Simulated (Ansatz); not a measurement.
Series GeMeX3: binding per atom (eV) at several levels, gas phase, relaxed structures; Ansatz. Core potentials for I in the def2 sets, no spin–orbit coupling. Binding counts from free atoms in the multiplicity of their measured ground term, without zero-point energy. A dash marks a value that wasn't run or was left out as unsound. The structures are stationary points that may keep the symmetry of their start. Correlated methods freeze inner cores and use unrestricted references for open shells.

```json
{"species": "GeMeI3 (CH3GeI3)", "state": "singlet", "geometry": "PBE-D4/def2-SVP", "PBE-D4/def2-SVP": "3.10", "PBE-D4/def2-TZVP": "3.10", "r2SCAN-D4/def2-TZVP": "3.05", "PBE0-D4/def2-SVP": "3.05", "PBE0-D4/def2-TZVP": "3.06", "MP2/def2-TZVP": "3.03"}
{"species": "GeMeF3 (CH3F3Ge)", "state": "singlet", "geometry": "PBE0-D4/def2-SVP", "PBE-D4/def2-SVP": "4.03", "PBE-D4/def2-TZVP": "4.01", "r2SCAN-D4/def2-TZVP": "3.96", "PBE0-D4/def2-SVP": "3.91", "PBE0-D4/def2-TZVP": "3.91", "MP2/def2-TZVP": "–"}
{"species": "GeMe(OMe)3 (C4H12GeO3)", "state": "singlet", "geometry": "PBE-D4/def2-SVP", "PBE-D4/def2-SVP": "4.05", "PBE-D4/def2-TZVP": "4.02", "r2SCAN-D4/def2-TZVP": "3.95", "PBE0-D4/def2-SVP": "3.97", "PBE0-D4/def2-TZVP": "3.94", "MP2/def2-TZVP": "3.88"}
{"species": "GeMe(NHMe)3 (C4H15GeN3)", "state": "singlet", "geometry": "PBE-D4/def2-SVP", "PBE-D4/def2-SVP": "3.88", "PBE-D4/def2-TZVP": "3.86", "r2SCAN-D4/def2-TZVP": "3.77", "PBE0-D4/def2-SVP": "3.82", "PBE0-D4/def2-TZVP": "3.79", "MP2/def2-TZVP": "3.67"}
```

(1) Estimate the rows for GeMe(OiPr)3 (C10H24GeO3) (singlet, r2SCAN-D4/def2-SVP geometry).

(1) 
```csv
species,state,geometry,PBE-D4/def2-SVP,PBE-D4/def2-TZVP,r2SCAN-D4/def2-TZVP,PBE0-D4/def2-SVP,PBE0-D4/def2-TZVP,MP2/def2-TZVP
GeMe(OiPr)3 (C10H24GeO3),singlet,r2SCAN-D4/def2-SVP,4.23,4.19,4.13,4.17,4.13,4.04
```
